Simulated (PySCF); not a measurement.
Gas-phase reaction: 2 GeF3 + 4 O → 2 GeO2 + 3 F2

Computed with PySCF (xtb for GFN2) and rigid-rotor harmonic-oscillator thermochemistry at 1 bar. † marks an energy on the PBE0/def2-TZVP geometry and frequencies; other levels use their own. MP2 and CCSD(T) freeze the core. 6-31G* has spherical d functions here. Open shells (unrestricted): GeF3 (multiplicity 2), O (multiplicity 3, electronic degeneracy 9); the rest are closed-shell singlets. GFN2 has no spin-polarisation term. Spin-orbit splitting is ignored; it lowers the true energy and changes the entropy of O. B3LYP is the form with VWN-RPA correlation. Ge: all electrons, no relativistic terms. GeF3, GeO2: computed as isolated molecules; such fragments, hydroxides, amides, oligomers or adducts are transient or little studied in the gas. MP2 isn't extrapolated to the basis-set limit; its ΔH°(298 K) is 409.2 kJ in def2-SVP and 295.6 kJ in def2-TZVPP. CCSD(T) isn't extrapolated to the basis-set limit; its ΔH°(298 K) is 477.0 kJ in def2-SVP and 395.4 kJ in def2-TZVPP. The harmonic model lacks anharmonicity and excited electronic states, which grow with temperature; levels with a mode under 35 cm⁻¹ are left out. Warning, large T1 diagnostic: GeO2 (CCSD(T)/def2-SVP†, CCSD(T)/def2-TZVPP†).

```csv
level,"ΔE electronic, kJ","ΔH°(298 K), kJ","ΔS°(298 K), J/K","ΔG°(1000 K), kJ"
B3LYP/6-31G*,363,372,-148,533
CCSD(T)/def2-SVP†,467,477,-152,642
CCSD(T)/def2-TZVPP†,385,395,-152,561
GFN2-xTB,-1452,-1440,-196,-1227
HF/6-31G*,1613,1624,-146,1784
HF/def2-TZVP†,1589,1600,-152,1765
M06-2X/def2-TZVP†,491,502,-152,667
MP2/def2-SVP†,399,409,-152,575
MP2/def2-TZVPP†,285,296,-152,461
PBE0/def2-TZVP,388,398,-152,563
r2SCAN/def2-TZVP†,338,348,-152,513
```
ΔH° is lowest at GFN2-xTB and highest at HF/6-31G*. No reference value is set beside these.
